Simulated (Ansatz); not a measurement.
Geometry optimisation, RKS revPBE-D4/6-31G* in Ansatz.

input.yaml

```yaml
crystal:
  periodic: [false, false, false]
  atoms:
    - { symbol: B, position_ang: [0.0, 0.0, 0.0] }
    - { symbol: F, position_ang: [0.0, 0.0, 1.67] }
    - { symbol: O, position_ang: [1.2211, 0.0, -0.705] }
    - { symbol: H, position_ang: [1.5209, -0.9519, -0.8599] }
    - { symbol: H, position_ang: [-1.0305, 0.0, -0.595] }
    - { symbol: O, position_ang: [0.0766, 1.621, 0.5392] }
    - { symbol: H, position_ang: [0.4753, 1.6492, 1.4668] }
    - { symbol: H, position_ang: [0.0485, 1.0264, 1.5024] }
basis:
  gaussian: { orbitals: "6-31G*" }
hamiltonian:
  xc: revpbe
  dispersion: d4
relax:
  f_tol: 0.15
  max_steps: 25
  restrain:
    - { distance: [0, 5], at: 1.41, k: 30.0 }
    - { distance: [7, 1], at: 0.92, k: 30.0 }
    - { distance: [0, 1], at: 2.52, k: 30.0 }
    - { distance: [7, 5], at: 2.21, k: 30.0 }
```

Launched with:

```bash
$ ansatz run input.yaml --threads 1 --pin off --max-ram 2048MiB --backend cpu --events-out ev --progress --plain --runs-dir out
```

Q: Where does it end, and by what steps?

A: The run converged. The restraints hold the end off the free minimum. After 14 steps the energy has fallen by 5.503 eV (the restraints' own energy left out); H7 moved furthest, 1.19 Å. The start is strongly strained (largest force component 8 eV/Å), so its close contacts needn't be bonds. Parted: H7–H8 (0.76 → 2.67 Å).

```tsv
step	energy less start (eV)	largest force component (eV/Å)	accepted
0	0.0000	8.073	yes
1	-2.3026	4.181	yes
2	-3.2712	4.568	yes
3	-4.1809	3.204	yes
4	-4.7090	2.180	yes
5	-5.0995	1.249	yes
6	-5.3408	0.940	yes
7	-5.4326	0.594	yes
8	-5.4797	0.967	yes
9	-5.4567	0.562	no
10	-5.4901	1.398	yes
11	-5.4995	0.735	yes
12	-5.4887	0.585	no
13	-5.4999	0.718	no
14	-5.5033	0.653	yes
```

```xyz
8
Properties=species:S:1:pos:R:3
B 0.112 0.457 -0.190
F -0.172 -0.447 2.151
O 1.370 0.014 -0.539
H 1.334 -0.876 -0.935
H -0.910 -0.123 -0.454
O 0.010 1.732 0.377
H 0.909 2.113 0.458
H -0.341 0.475 2.150
```

The run took 13 s on 1 thread of Intel(R) Xeon(R) 6975P-C (Granite Rapids), on a shared host, peak memory 0.15 GiB.
